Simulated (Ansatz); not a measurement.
Consider the formal hydrolysis of the Si–Al bond: `[NH2][AlH][SiH2][TeH]` + H₂O → `O[SiH2][TeH]` + `[NH2][AlH2]`.

Isolated molecules relaxed with PBE0-D4/def2-TZVP in Ansatz; ΔE leaves out vibrations. CBS: MP2 limit from def2 TZ/QZ plus the TZ coupled-cluster correction, frozen cores. This one scheme is used for every species. Functionals use def2-TZVPP. B3LYP here is the variant with VWN-RPA as its local correlation; programs differ in this. Elements past krypton have def2 core potentials. For Te outer-core shells are correlated without core-valence functions, which leaves a few kJ/mol of doubt a bond. One conformer a species, not always the lowest.

`[NH2][AlH][SiH2][TeH]`:

Cartesian coordinates in Å:
```
N -2.082 0.013 -0.917
Al -0.647 -0.733 -0.208
Si 1.471 0.459 -0.271
Te 1.774 0.883 2.197
H -3.017 -0.356 -0.839
H -2.092 0.884 -1.422
H -0.803 -2.108 0.564
H 1.412 1.833 -0.842
H 2.676 -0.211 -0.836
H 1.307 -0.665 2.574
```

H₂O:

Cartesian coordinates in Å:
```
O -0.355 0.061 -0.147
H 0.098 0.580 0.521
H 0.258 -0.641 -0.375
```

`O[SiH2][TeH]`:

```xyz
7

O     0.917   -1.273    0.600
Si   -0.026   -0.433   -0.451
Te   -1.601    1.150    0.671
H     1.314   -0.786    1.323
H     0.780    0.380   -1.397
H    -0.827   -1.451   -1.163
H    -0.557    2.412    0.418
```

`[NH2][AlH2]`:

```xyz
6

N    -0.517    0.059   -0.780
Al    0.456   -0.053    0.689
H    -1.015   -0.708   -1.201
H    -0.653    0.900   -1.319
H     0.557   -1.461    1.405
H     1.171    1.263    1.206
```

```json
{"level": "PBE-D4", "ΔE (kJ/mol)": "-54.2", "difference from CCSD(T)/CBS": "15.9"}
{"level": "r2SCAN-D4", "ΔE (kJ/mol)": "-72.3", "difference from CCSD(T)/CBS": "-2.2"}
{"level": "PBE0-D4", "ΔE (kJ/mol)": "-58.4", "difference from CCSD(T)/CBS": "11.7"}
{"level": "B3LYP-D4", "ΔE (kJ/mol)": "-76.3", "difference from CCSD(T)/CBS": "-6.2"}
{"level": "ωB97X-V", "ΔE (kJ/mol)": "-77.6", "difference from CCSD(T)/CBS": "-7.5"}
{"level": "ωB97M-V", "ΔE (kJ/mol)": "-82.0", "difference from CCSD(T)/CBS": "-11.9"}
{"level": "B2PLYP", "ΔE (kJ/mol)": "-82.9", "difference from CCSD(T)/CBS": "-12.8"}
{"level": "PBE", "ΔE (kJ/mol)": "-58.1", "difference from CCSD(T)/CBS": "12.0"}
{"level": "r2SCAN", "ΔE (kJ/mol)": "-73.5", "difference from CCSD(T)/CBS": "-3.4"}
{"level": "PBE0", "ΔE (kJ/mol)": "-62.2", "difference from CCSD(T)/CBS": "7.9"}
{"level": "B3LYP", "ΔE (kJ/mol)": "-82.6", "difference from CCSD(T)/CBS": "-12.5"}
{"level": "HF/def2-TZVPP", "ΔE (kJ/mol)": "-100.3", "difference from CCSD(T)/CBS": "-30.2"}
{"level": "MP2/def2-TZVPP", "ΔE (kJ/mol)": "-78.8", "difference from CCSD(T)/CBS": "-8.7"}
{"level": "SCS-MP2/def2-TZVPP", "ΔE (kJ/mol)": "-84.1", "difference from CCSD(T)/CBS": "-14.0"}
{"level": "CCSD/def2-TZVPP", "ΔE (kJ/mol)": "-75.9", "difference from CCSD(T)/CBS": "-5.8"}
{"level": "CCSD(T)/def2-TZVPP", "ΔE (kJ/mol)": "-72.0", "difference from CCSD(T)/CBS": "-1.9"}
{"level": "HF/def2-QZVPP", "ΔE (kJ/mol)": "-101.8", "difference from CCSD(T)/CBS": "-31.7"}
{"level": "MP2/def2-QZVPP", "ΔE (kJ/mol)": "-78.3", "difference from CCSD(T)/CBS": "-8.2"}
{"level": "SCS-MP2/def2-QZVPP", "ΔE (kJ/mol)": "-83.5", "difference from CCSD(T)/CBS": "-13.4"}
{"level": "HF/CBS(def2)", "ΔE (kJ/mol)": "-102.0", "difference from CCSD(T)/CBS": "-31.9"}
{"level": "MP2/CBS(def2)", "ΔE (kJ/mol)": "-76.9", "difference from CCSD(T)/CBS": "-6.8"}
{"level": "CCSD/CBS(def2)", "ΔE (kJ/mol)": "-74.1", "difference from CCSD(T)/CBS": "-4.0"}
{"level": "CCSD(T)/CBS", "ΔE (kJ/mol)": "-70.1", "difference from CCSD(T)/CBS": "0"}
```

Largest T1 diagnostic among the species: 0.012.

From PBE to PBE0 (25 % exact exchange), in def2-TZVPP and without D4, ΔE moves by −4.1 kJ/mol. The D4 term adds +6.3 kJ/mol with B3LYP and +3.8 kJ/mol with PBE0; it sums over pairs of atoms, weighted by their polarisabilities, and B3LYP, whose exchange is more repulsive, gets the larger term.
